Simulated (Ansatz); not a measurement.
I₃, SMILES I[I-]I, charge -1.

Coordinates come from a PBE0-D3(BJ)/def2-SVPD optimisation. The def2 effective core potentials stand for the cores of I; spin–orbit coupling is left out.

Two levels are set side by side: PBE/def2-SVPD (Ansatz, a first-principles code) and CAM-B3LYP/def2-SVPD (Ansatz). Energy differences of separate SCF runs at the same geometry; the states with an electron removed or added have multiplicity 2. Differences are taken from unrounded values.

```tsv
quantity	CAM-B3LYP
vertical ionisation energy (eV)	4.75
vertical singlet–triplet gap (eV)	2.16
```

Question: What does PBE give, and how far is it from CAM-B3LYP? (An estimate is asked for; the answer gives what the named calculation found.)

Answer: 
| quantity | PBE | PBE minus CAM-B3LYP |
|---|---|---|
| vertical ionisation energy (eV) | 4.07 | -0.68 |
| vertical singlet–triplet gap (eV) | 1.93 | -0.24 |
